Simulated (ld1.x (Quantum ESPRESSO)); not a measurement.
## Ranking TM potentials for phosphorus

All share these settings but for the change named:

ld1.x (Quantum ESPRESSO) 7.5 input, shortened:

```
&input
   title='P', zed=15., rel=1, dft='PBE', iswitch=3,
   config='[Ne] 3s2 3p3'
 /
 &inputp
   pseudotype=2, tm=.true., lloc=-1, rcloc=1.35,
   nlcc=.true., new_core_ps=.true., rcore=1.50
 /
2
3S  1  0   2.00   0.00  1.50  1.50  0.0
3P  2  1   3.00   0.00  1.45  1.45  0.0
 &test
   configts(1)='3s2 3p3'
 /
```

Test errors are all-electron minus pseudo excitation energies from the reference, over 3s2 3p2; 3s2 3p1; 3s2 3p0; 3s2 3p2.5; 3s1 3p4; 3s1 3p3; 3s1 3p0. None of these files shows a bound ghost.

The base gives 221.8 meV.

Of 10 variants that were run, those that failed, showed a ghost or another fault, or gave nearly equal values are left out.

A variant can come out equal or close to the base, since the largest error may sit in a test that the change hardly touches while other tests move.

Task: Rank these variants by their largest absolute test error, smallest first.
A. functional LDA (PZ)
B. local potential the p channel
C. wave 3p (bound): rc 1.45 bohr becomes 3p (bound): rc 2.18 bohr

Result: B (166.0 meV), C (223.9 meV), A (258.7 meV).
